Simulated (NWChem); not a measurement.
Species: CH$_{7}$NSi$_{2}$; SMILES C1[SiH2][SiH2]N1

```xyz
11

C      1.3173     0.6799     0.0000
N      1.1159    -0.7676     0.0000
Si    -0.5848    -1.1508     0.0000
Si    -0.5459     1.1843     0.0000
H      1.8578     1.0520     0.8914
H      1.8578     1.0520    -0.8914
H      1.9300    -1.3722     0.0000
H     -1.0916    -1.8989    -1.1987
H     -1.0916    -1.8989     1.1987
H     -0.9903     1.9358    -1.2140
H     -0.9903     1.9358     1.2140
```
Atoms are numbered in this order, from 1.

All runs: NWChem. Pople sets run with spherical d functions. Coordinates come from a PBE0/def2-SVP optimisation. GIAO values for the isolated, static molecule; σ is the absolute isotropic shielding, δ = σ(reference) − σ with the isolated reference molecule computed at the same levels (13C: tetramethylsilane, 1H: tetramethylsilane, 15N: ammonia, 29Si: tetramethylsilane).

For level B3LYP/6-31G*:

| Quantity | Result |
|---|---|
| δ C1 (ppm) | 37.8 |
| δ N2 (ppm) | 17.1 |
| δ Si4 (ppm) | -15.8 |
| δ H5 (ppm) | 3.16 |
| δ H7 (ppm) | -0.48 |
| δ H8 (ppm) | 5.60 |
| δ H10 (ppm) | 4.54 |

Question: How do the values read with level KT2/pcSseg-1 instead?

Answer: 
| Item | Result |
|---|---|
| δ C1 (ppm) | 43.7 |
| δ N2 (ppm) | 30.7 |
| δ Si4 (ppm) | -44.3 |
| δ H5 (ppm) | 3.79 |
| δ H7 (ppm) | -0.19 |
| δ H8 (ppm) | 5.87 |
| δ H10 (ppm) | 4.65 |
